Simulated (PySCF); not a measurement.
Species: C₃H₆O₂Si.
Z-matrix (Å and degrees, PBE0-D3(BJ)/def2-SVP geometry), rows numbered from 1:
```
O 
C   1  1.2023
C   2  1.5313  1  123.96
O   3  1.3988  2  109.89  1   166.97
C   4  1.4224  3  112.00  2    46.55
Si  5  1.9040  4  101.88  3   -52.19
H   3  1.1126  2  107.69  1   -70.51
H   3  1.1005  2  110.31  1    47.05
H   5  1.0985  4  107.39  3  -174.44
H   5  1.1096  4  111.38  3    67.82
H   6  1.4906  2  112.47  1   -80.24
H   6  1.4897  2  113.02  1    47.04
```

Theory: PBE0-D3(BJ)/def2-SVP geometry optimisation, gas phase in PySCF.

Masses are those of the commonest isotopes; rigid-rotor values at the optimised geometry. The values belong to one conformer with, in the numbering `[O:1]=[C:2]1[CH2:3][O:4][CH2:5][SiH2:6]1`, O1–C2–C3–O4 167°, C2–C3–O4–C5 47°, C3–O4–C5–Si6 -52°, O4–C5–Si6–C2 33°.

Task: What are A, B and C (MHz)?

Result: Ia = 120.06, Ib = 167.74, Ic = 268.39 u·Å²; 505379 MHz·u·Å²/I gives A = 4209, B = 3013, C = 1883 MHz.

Task: What kind of rotor is it?

Result: An asymmetric top. Ray's parameter κ = (2B − A − C)/(A − C) = -0.029; −1 is the prolate and +1 the oblate limit.

Task: Is it planar, by Δ = Ic − Ia − Ib?

Result: Not planar: Δ = Ic − Ia − Ib = -19.40 u·Å². For a rigid frame Δ = −2 Σ m c², so Σ m c² = 9.70 u·Å² lies off the ab plane: 6.64 from hydrogen and 3.06 from heavier atoms. The atom farthest from that plane is 1.45 Å away.

Task: Give the other two planar moments, Paa and Pbb, and the rms extents of the mass along the axes.

Result: Paa = Σ m a² = (Ib + Ic − Ia)/2 = 158.04 and Pbb = Σ m b² = (Ia + Ic − Ib)/2 = 110.36 u·Å². With the mass M = 102.01 u, the rms extents √(P/M) along a, b and c are 1.24, 1.04, 0.31 Å.

Task: Give the coordinates in the principal-axis frame, origin at the centre of mass.

Result: The sense of each axis is arbitrary; atoms in the order of the calculation.
```csv
atom,mass (u),a (Å),b (Å),c (Å)
O1,15.995,-2.225,0.009,0.053
C2,12.000,-1.026,-0.071,0.003
C3,12.000,-0.252,-1.390,0.074
O4,15.995,1.078,-1.182,-0.303
C5,12.000,1.640,-0.039,0.330
Si6,27.977,0.355,1.305,-0.078
H7,1.008,-0.339,-1.777,1.114
H8,1.008,-0.701,-2.133,-0.602
H9,1.008,2.643,0.111,-0.093
H10,1.008,1.754,-0.197,1.422
H11,1.008,0.536,1.851,-1.454
H12,1.008,0.152,2.394,0.918
```

Task: List the rotational levels J(Ka,Kc) to J = 5 (K).

Result: Above 0(0,0), as E/k:
J = 1: 1(0,1) 0.235, 1(1,1) 0.292, 1(1,0) 0.347
J = 2: 2(0,2) 0.681, 2(1,2) 0.708, 2(1,1) 0.871, 2(2,1) 1.043, 2(2,0) 1.067
J = 3: 3(0,3) 1.309, 3(1,3) 1.319, 3(1,2) 1.636, 3(2,2) 1.748, 3(2,1) 1.848, 3(3,1) 2.184, 3(3,0) 2.191
J = 4: 4(0,4) 2.114, 4(1,4) 2.116, 4(1,3) 2.612, 4(2,3) 2.668, 4(2,2) 2.902, 4(3,2) 3.157, 4(3,1) 3.203, 4(4,1) 3.722, 4(4,0) 3.724
J = 5: 5(0,5) 3.097, 5(1,5) 3.097, 5(1,4) 3.768, 5(2,4) 3.790, 5(2,3) 4.201, 5(3,3) 4.366, 5(3,2) 4.507, 5(4,2) 4.950, 5(4,1) 4.966, 5(5,1) 5.663, 5(5,0) 5.663
Those of J = 1 are B + C, A + C and A + B.

Task: Which lines would a microwave search look for?

Result: The dipole components are |μa| = 1.99 D, |μb| = 0.39 D, |μc| = 0.78 D. The squared components, which scale the intensities, stand as 1.00 : 0.04 : 0.15 (a : b : c). Some of the stronger lines:

```tsv
type	branch	J(Ka,Kc)	MHz	lower level (cm⁻¹)
c	Q	2(1,2) ← 2(0,2)	574	0.473
a	Q	1(1,0) ← 1(1,1)	1130	0.203
c	Q	2(2,1) ← 2(1,1)	3590	0.605
a	R	1(0,1) ← 0(0,0)	4896	0.000
c	R	1(1,0) ← 0(0,0)	7222	0.000
a	R	2(1,2) ← 1(1,1)	8662	0.203
a	R	2(0,2) ← 1(0,1)	9285	0.163
a	R	2(1,1) ← 1(1,0)	10922	0.241
c	R	2(1,1) ← 1(0,1)	13248	0.163
c	R	2(2,0) ← 1(1,0)	15018	0.241
c	R	2(2,1) ← 1(1,1)	15641	0.203
```

No frequency check. No vibrational averaging or centrifugal distortion is included, and the geometry carries the error of its method.
